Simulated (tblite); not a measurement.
Start geometry of `CO[C@@H]1CO[Si@@H](CCl)O1` from a force field or distance geometry (Å):
```
atom  x, y, z in Å
C1     2.508    1.075    0.283
O2     1.162    0.833   -0.050
C3     1.002   -0.567    0.125
C4     0.298   -1.152   -1.094
O5    -0.722   -0.275   -1.432
Si6   -1.211    0.284    0.122
C7    -2.961   -0.101    0.508
Cl8   -3.951    1.053   -0.440
O9    -0.065   -0.652    1.054
H10    3.118    0.477   -0.427
H11    2.710    2.168    0.174
H12    2.678    0.750    1.334
H13    1.885   -1.079    0.453
H14   -0.144   -2.144   -0.780
H15    0.956   -1.297   -1.954
H16   -0.866    1.712    0.239
H17   -3.261   -1.132    0.277
H18   -3.143    0.052    1.596
```

What comes out of this run: GFN2-xTB geometry optimisation, gas phase (tblite)?

```
atom  x, y, z in Å
C1     2.580    1.021    0.522
O2     1.837    0.425   -0.525
C3     0.986   -0.589   -0.107
C4     0.286   -1.131   -1.371
O5    -1.015   -0.625   -1.404
Si6   -1.306    0.348   -0.125
C7    -2.881   -0.100    0.827
Cl8   -4.227    0.819    0.129
O9     0.004   -0.116    0.755
H10    3.235    0.283    0.997
H11    3.176    1.804    0.060
H12    1.915    1.450    1.275
H13    1.548   -1.369    0.434
H14    0.242   -2.222   -1.368
H15    0.837   -0.779   -2.245
H16   -1.248    1.755   -0.499
H17   -3.154   -1.151    0.759
H18   -2.825    0.183    1.874
```

The energy falls by 30.4 kcal/mol over 109 L-BFGS steps, the largest force on an atom goes from 3.01 to 0.008 eV/Å, and the atoms move by 0.665 Å rms after alignment. The bond that changes most is Si6–O9 (oxygen-bound silicon to silyl ether oxygen), which shortens by 0.104 Å. Bonds longer at the end by more than 0.005 Å: 5 of 18; shorter: 12. Among the angles that change most is C3–O9–Si6, from 96.4° to 109.1°. Among the dihedrals that turn most is O2–C3–C4–H14, from -160° to 137°. Rotational constants go from 2845, 623.7, 605.1 to 3018, 568.8, 521.0 MHz. The orientation of the end geometry is arbitrary; only internal coordinates are fixed.

Its GFN2-xTB frequencies are all real (lowest 22 cm⁻¹). The numbers are those of one conformer. 3 starts were optimised and ended at 0.00, 1.10 and 1.13 kcal/mol (GFN2-xTB); the lowest of these is shown.

These are computed values.
